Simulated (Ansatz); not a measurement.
Relaxation of CH$_{7}$GeNO$_{2}$ (12 atoms, charge 0, multiplicity 1), to a largest force component of 0.02 eV/Å in at most 50 steps.

Theory: RKS PBE-D4/def2-SVP (Ansatz).

```xyz
12
Properties=species:S:1:pos:R:3
O -1.773 -0.461 1.654
C -1.029 -0.188 0.513
N 0.349 -0.232 0.887
Ge 1.517 0.081 -0.615
O 1.229 1.748 -1.190
H -2.762 -0.360 1.328
H -1.238 0.823 0.104
H -1.202 -0.945 -0.263
H 0.597 -1.189 1.264
H 2.934 -0.159 -0.222
H 0.729 0.676 1.221
H 0.423 1.739 -1.705
```

Q: Where does it end, and by what steps?

A: It converged. After 46 steps the energy has fallen by 2.633 eV; H6 moved furthest, 1.14 Å.

| step | energy less start (eV) | largest force component (eV/Å) | accepted |
| --- | --- | --- | --- |
| 0 | 0.0000 | 6.657 | yes |
| 2 | -2.3648 | 1.005 | yes |
| 4 | -2.5283 | 0.270 | yes |
| 6 | -2.3653 | 1.904 | no |
| 8 | -2.5834 | 0.096 | yes |
| 10 | -2.5854 | 0.100 | yes |
| 12 | -2.5864 | 0.050 | yes |
| 14 | -2.5872 | 0.151 | yes |
| 16 | -2.5886 | 0.131 | yes |
| 18 | -2.5892 | 0.092 | yes |
| 20 | -2.5899 | 0.143 | yes |
| 22 | -2.5897 | 0.093 | no |
| 24 | -2.5907 | 0.071 | yes |
| 26 | -2.5910 | 0.100 | yes |
| 28 | -2.5919 | 0.050 | yes |
| 30 | -2.5923 | 0.037 | yes |
| 32 | -2.5929 | 0.296 | no |
| 34 | -2.5973 | 0.099 | yes |
| 36 | -2.6008 | 0.127 | yes |
| 38 | -2.6132 | 0.234 | yes |
| 40 | -2.5751 | 0.677 | no |
| 42 | -2.6322 | 0.030 | yes |
| 44 | -2.6326 | 0.079 | yes |
| 46 | -2.6332 | 0.013 | yes |

```xyz
12
Properties=species:S:1:pos:R:3
O -1.978 -0.472 1.449
C -1.077 -0.372 0.379
N 0.342 -0.414 0.768
Ge 1.699 0.023 -0.991
O 0.934 1.734 -0.972
H -2.095 0.416 1.834
H -1.187 0.565 -0.211
H -1.255 -1.238 -0.291
H 0.569 -1.278 1.281
H 2.772 0.357 0.181
H 0.580 0.382 1.377
H 0.474 1.833 -1.827
```

Whether the end is a true minimum wasn't checked by a vibrational analysis.

Run time: 6.1 min on 2 threads of AMD EPYC (Zen 3), on a shared host, peak memory 0.18 GiB.
